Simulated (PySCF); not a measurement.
## Al (aluminium, neutral) across methods

[Ne] 3s1 3p2, high-spin 4P determinant (an excited configuration). All numbers are calculated (PySCF 2.14, scalar relativity by spin-free X2C-1e, in dyall-acv3z (19s12p6d4f, 113 functions)).

```json
{"method": "UHF", "E (hartree)": "-242.22862", "mean ε 2p β (eV)": "-88.241", "mean ε 3s α (eV)": "-14.211", "mean ε 3p α (eV)": "-7.124", "Σ⟨r²⟩ (bohr²)": "34.48", "⟨S²⟩": "3.750"}
{"method": "PW91", "E (hartree)": "-242.6648", "mean ε 2p β (eV)": "-70.703", "mean ε 3s α (eV)": "-9.209", "mean ε 3p α (eV)": "-3.903", "Σ⟨r²⟩ (bohr²)": "34.58", "⟨S²⟩": "3.750"}
{"method": "LDA", "E (hartree)": "-241.6205", "mean ε 2p β (eV)": "-70.699", "mean ε 3s α (eV)": "-9.232", "mean ε 3p α (eV)": "-3.862", "Σ⟨r²⟩ (bohr²)": "34.82", "⟨S²⟩": "3.750"}
{"method": "r2SCAN", "E (hartree)": "-242.6616", "mean ε 2p β (eV)": "-72.170", "mean ε 3s α (eV)": "-9.537", "mean ε 3p α (eV)": "-4.058", "Σ⟨r²⟩ (bohr²)": "34.13", "⟨S²⟩": "3.750"}
{"method": "PBE0", "E (hartree)": "-242.5700", "mean ε 2p β (eV)": "-75.242", "mean ε 3s α (eV)": "-10.527", "mean ε 3p α (eV)": "-4.759", "Σ⟨r²⟩ (bohr²)": "34.31", "⟨S²⟩": "3.750"}
{"method": "PBE", "E (hartree)": "-242.5466", "mean ε 2p β (eV)": "-70.555", "mean ε 3s α (eV)": "-9.166", "mean ε 3p α (eV)": "-3.873", "Σ⟨r²⟩ (bohr²)": "34.62", "⟨S²⟩": "3.750"}
{"method": "wB97X-V", "E (hartree)": "-242.6333", "mean ε 2p β (eV)": "-77.349", "mean ε 3s α (eV)": "-13.050", "mean ε 3p α (eV)": "-6.711", "Σ⟨r²⟩ (bohr²)": "34.46", "⟨S²⟩": "3.750"}
```

(1) Estimate the same row for B3LYP.

## Answers

(1) E (hartree) = -242.6964; mean ε 2p β (eV) = -74.470; mean ε 3s α (eV) = -10.154; mean ε 3p α (eV) = -4.437; Σ⟨r²⟩ (bohr²) = 34.51; ⟨S²⟩ = 3.750.
